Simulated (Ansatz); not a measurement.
Frontier orbitals of `[OH][SnH2][OH]`.

Charge 0, multiplicity 1. Correlated methods include outer-core shells of Sn, which these sets cover unevenly. Sn takes the def2 core potential. The structure was optimised at the PBE0-D4/def2-TZVP level. It is one conformer, not always the lowest. Basis def2-TZVPP, Ansatz 0.2.0.

**Question.** Compute the vertical ionisation energy as the energy of the cation minus that of the neutral molecule, at each level. (Estimate.)

**Answer.** Computed: 
```json
{"level": "PBE-D4/def2-TZVPP", "IE (eV)": "10.20", "difference from CCSD(T)/def2-TZVPP": "-0.94"}
{"level": "r2SCAN-D4/def2-TZVPP", "IE (eV)": "10.39", "difference from CCSD(T)/def2-TZVPP": "-0.74"}
{"level": "PBE0-D4/def2-TZVPP", "IE (eV)": "10.69", "difference from CCSD(T)/def2-TZVPP": "-0.45"}
{"level": "B3LYP-D4/def2-TZVPP", "IE (eV)": "10.69", "difference from CCSD(T)/def2-TZVPP": "-0.44"}
{"level": "ωB97X-V/def2-TZVPP", "IE (eV)": "11.09", "difference from CCSD(T)/def2-TZVPP": "-0.05"}
{"level": "ωB97M-V/def2-TZVPP", "IE (eV)": "11.06", "difference from CCSD(T)/def2-TZVPP": "-0.07"}
{"level": "B2PLYP/def2-TZVPP", "IE (eV)": "11.11", "difference from CCSD(T)/def2-TZVPP": "-0.03"}
{"level": "HF/def2-TZVPP", "IE (eV)": "9.72", "difference from CCSD(T)/def2-TZVPP": "-1.41"}
{"level": "MP2/def2-TZVPP", "IE (eV)": "11.53", "difference from CCSD(T)/def2-TZVPP": "0.40"}
{"level": "CCSD/def2-TZVPP", "IE (eV)": "11.09", "difference from CCSD(T)/def2-TZVPP": "-0.04"}
{"level": "CCSD(T)/def2-TZVPP", "IE (eV)": "11.13", "difference from CCSD(T)/def2-TZVPP": "0.00"}
{"level": "HF/def2-QZVPP", "IE (eV)": "9.73", "difference from CCSD(T)/def2-TZVPP": "-1.41"}
{"level": "MP2/def2-QZVPP", "IE (eV)": "11.67", "difference from CCSD(T)/def2-TZVPP": "0.53"}
```

B3LYP here is the variant with VWN-RPA as its local correlation; programs differ in this.
